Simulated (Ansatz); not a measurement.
Consider the redistribution: `B[SiH2]O` + `BC(C)(C)F` → `BC(B)(C)F` + `C[SiH2]O`.

Program: Ansatz. Geometries: PBE0-D4/def2-TZVP. ΔE: electronic, gas phase. CCSD(T)/CBS adds triple-zeta CCSD(T) − MP2 to the extrapolated MP2 energy (def2 sets, frozen cores). This one scheme is used for every species. Functionals use def2-TZVPP. B3LYP here is the variant with VWN-RPA as its local correlation; programs differ in this. One conformer a species, not always the lowest.

| level | ΔE (kcal/mol) |
| --- | --- |
| ωB97M-V | -17.9 |
| r2SCAN | -18.6 |
| B3LYP | -14.5 |
| SCS-MP2/def2-TZVPP | -14.1 |
| CCSD(T)/def2-TZVPP | -14.5 |
| SCS-MP2/def2-QZVPP | -14.4 |
| MP2/CBS(def2) | -18.1 |
| CCSD/CBS(def2) | -13.4 |

(1) What does CCSD(T)/CBS give? (An estimate is asked.)

Largest T1 diagnostic among the species: 0.012.

Results:

(1) Ansatz gave: -15.0 kcal/mol. The listed levels differ from it by -2.9, -3.6, 0.5, 0.9, 0.5, 0.6, -3.1, 1.6 kcal/mol.

From PBE to PBE0 (25 % exact exchange), in def2-TZVPP and without D4, ΔE moves by +1.3 kcal/mol. In def2-TZVPP, CCSD(T) changes the Hartree–Fock value by −9.4 kcal/mol (the triples alone add −1.6 kcal/mol) and MP2 by −12.5 kcal/mol.
